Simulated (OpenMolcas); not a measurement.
Mo3+ in Cs2NaYCl6

Mo3+ with its 6 nearest chloride ions at 2.509 Å, on the Y site of Cs2NaYCl6 (a = 10.7396 Å, distance in the model lattice 2.619 Å). The rest of the host is ab initio model potentials to 7.6 Å, with orthogonalisation functions on the cations behind the ligands, and point charges beyond; the distance is set by hand and nothing relaxes. Ligand basis ANO-RCC-VDZP.

```
Program             : OpenMolcas
Method              : SS-CASPT2, IPEA 0.25 Eh, imaginary shift 0.1 Eh (closed shells correlated: 4s 4p and the ligand valence shells)
Basis               : ANO-RCC-VTZP [7s6p4d2f1g]
Scalar Hamiltonian  : DKH2, point nucleus
Active space        : 3 electrons in 5 orbitals (4d)
State averaging     : 2S+1 = 4 even, 10 roots; 2S+1 = 2 even, 40 roots
Spin-orbit coupling : state interaction with AMFI integrals over the reference wave functions
```

The lowest spin-free states (labels of O, the rotations of Oh), above the lowest:

| State | Degeneracy | E (cm-1) |
| --- | --- | --- |
| 4A2 | 1 | 0 |
| 2E | 2 | 9260 |
| 2T1 | 3 | 9510 |
| 2T2 | 3 | 15240 |
| 4T2 | 3 | 19570 |
| 4T1 | 3 | 24670 |
| 2A1 | 1 | 26210 |
| 2S+1 = 2 | 3 | 28030 |
| 2S+1 = 2 | 3 | 28570 |
| 2E | 2 | 29360 |
| 2T1 | 3 | 31520 |
| 2T2 | 3 | 34930 |
| 2A2 | 1 | 35700 |
| 4T1 | 3 | 40640 |
| 2E | 2 | 43810 |
| 2S+1 = 2 | 3 | 47810 |
| 2S+1 = 2 | 3 | 48700 |
| 2T1 | 3 | 51220 |
| 2T2 | 3 | 62090 |
| 2E | 2 | 70570 |

The lowest levels with spin-orbit coupling:

| E (cm-1) | Degeneracy | Label | 2S+1 | g |
| --- | --- | --- | --- | --- |
| 0 | 4 | Γ8 | 4 |  |
| 9210 | 4 | Γ8 | 2 |  |
| 9410 | 4 | Γ8 | 2 |  |
| 9640 | 2 |  | 2 | 0.53 0.53 0.53 |
| 15260 | 4 | Γ8 | 2 |  |
| 15500 | 2 |  | 2 | 1.86 1.86 1.86 |
| 19340 | 2 |  | 4 | 2.84 2.84 2.84 |
| 19520 | 4 | Γ8 | 4 |  |
| 19760 | 4 | Γ8 | 4 |  |
| 19820 | 2 |  | 4 | 2.46 2.46 2.46 |
| 24620 | 2 |  | 4 (88 %) | 3.27 3.27 3.27 |
| 24720 | 2 |  | 4 | 1.78 1.78 1.78 |
| 24750 | 4 | Γ8 | 4 |  |
| 24840 | 4 | Γ8 | 4 |  |
| 26500 | 2 |  | 2 (88 %) | 2.49 2.49 2.49 |
| 28000 | 2 |  | 2 | 0.11 0.11 0.11 |
| 28060 | 4 | Γ8 | 2 |  |
| 28270 | 2 |  | 2 | 0.87 0.87 0.87 |
| 28830 | 4 | Γ8 | 2 |  |
| 29550 | 4 | Γ8 | 2 |  |

Powder χT (cm3 K/mol): 1.74 at 2 K, 1.74 at 10 K, 1.74 at 50 K, 1.75 at 100 K, 1.75 at 200 K, 1.76 at 300 K. The effective moment at 300 K is 2.828 √(χT) = 3.75 μB.

The lowest level has 2S+1 = 4, for which the spin-only value is χT = S(S+1) / 2 = 1.875 cm3 K/mol (g = 2). The computed 1.759 at 300 K differs by -0.116, through orbital momentum, spin-orbit coupling and any other state in reach.

A least-squares ligand-field fit to the states below 45000 cm-1, each weighted by its degeneracy and with a free common offset, gives 10Dq = 19121 cm-1, B = 487 cm-1 and C = 1812 cm-1 (C/B = 3.72), with an rms deviation of 393 cm-1.

The same method and metal basis give the free ion B = 671 cm-1 (fit to its terms below 60000 cm-1, rms deviation 271 cm-1), so the nephelauxetic ratio is β = 487 / 671 = 0.73; it hangs on how both fits weigh the states, and computed free-ion B values tend to be too large, so β mixes covalency with correlation.

Roots that are degenerate in the reference are averaged as groups; the widest CASPT2 spread within a group is 660 cm-1 (the 3-fold group of multiplicity 2 near 51200 cm-1 above the lowest state of its run). Shifts and gaps below about the spread of the groups concerned are not significant. Over all roots computed the reference weight is 0.66 to 0.67; a low but even weight reflects the number of correlated electrons. The least metal-like active orbital is 80 % on the metal (Löwdin) and no ligand orbital is active, so the numbers are rough. Ligand-to-metal charge-transfer states are missing. With no ligand orbital active B as a rule stays too high, so bands that hang on it stand too high and its fall with covalency is understated. With one d shell and no ligand orbital active, 10Dq can be off by a tenth or more. No measured value stands beside these numbers; the geometry was set by hand and not optimised.

The CASPT2 steps took 5.8 min on 1 thread of Arm Neoverse V2, with other jobs on the host; the integral step is not counted.

A state without a sure symmetry label is named by its multiplicity alone.
